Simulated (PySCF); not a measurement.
2-butoxy-1,3,2-dioxaphospholane 2-oxide, C₆H₁₃O₄P.
Atom-mapped SMILES: `[CH3:1][CH2:2][CH2:3][CH2:4][O:5][P:6]1(=[O:7])[O:8][CH2:9][CH2:10][O:11]1` (hydrogens: H12, H13, H14 on C1; H15, H16 on C2; H17, H18 on C3; H19, H20 on C4; H21, H22 on C9; H23, H24 on C10)

The calculation used PBE0-D3(BJ)/def2-SVP geometry optimisation, gas phase in PySCF.

**Question.** What internal coordinates does the optimisation give?

**Answer.** 
```tsv
bond	length (pm)	order
C1–C2	152.0	single
C2–C3	152.2	single
C3–C4	151.3	single
C4–O5	143.1	single
O5–P6	160.1	single
P6=O7	147.0	double
P6–O8, P6–O11	162.3	single
O8–C9, C10–O11	141.8	single
C9–C10	152.8	single
C1–H12, C1–H13, C1–H14	110.1	single
C2–H15, C2–H16	110.4	single
C3–H17, C3–H18	110.4	single
C4–H19, C4–H20	110.1	single
C9–H21, C10–H24	110.1	single
C9–H22, C10–H23	110.1	single
```

Bonds in one row agree within 1 pm and their mean is given. Orders are formal, as drawn. A selection of angles:
```tsv
angle	degrees
C1–C2–C3	113.0
C2–C3–C4	112.7
C3–C4–O5	111.7
C4–O5–P6	119.5
O5–P6–O7	114.7
O5–P6–O8	101.5
O5–P6–O11	106.4
O7–P6–O8	120.1
O7–P6–O11	115.6
O8–P6–O11	95.9
P6–O8–C9	111.7
O8–C9–C10	105.3
P6–O11–C10	110.5
```

Torsions: C1–C2–C3–C4 -179° (antiperiplanar); C2–C3–C4–O5 174° (antiperiplanar); C3–C4–O5–P6 78° (synclinal); C4–O5–P6–O7 20° (synperiplanar); O5–P6–O8–C9 114° (anticlinal); P6–O8–C9–C10 -25° (synperiplanar); O8–C9–C10–O11 35° (synclinal); C9–C10–O11–P6 -32° (synclinal); O5–P6–O11–C10 -88° (synclinal). The mirror-image conformer, all signs reversed, is as good.

The 5-membered ring P6–O8–C9–C10–O11 has internal angles of 95.9° to 111.7°; it is puckered, 0.14 Å rms from its mean plane, widest ring torsion 35°. The 4 O–P bonds span 1.470 Å (P6=O7, drawn double) to 1.627 Å (P6–O11, drawn single), a spread of 0.157 Å. O5 (oxygen bonded to C and P) is bent (angle 119.5°). P6 (phosphoryl phosphorus) has angles from 95.9° to 120.1°. Of the pairs four or more bonds apart, O7···H19 is among the closest relative to their van der Waals radii: 2.56 Å, 94 % of the sum of Bondi's values.

Point group: C1 (no symmetry element, even within 0.4 Å). PBE0-D3(BJ)/def2-SVP frequencies: not computed here. The numbers are those of one conformer.
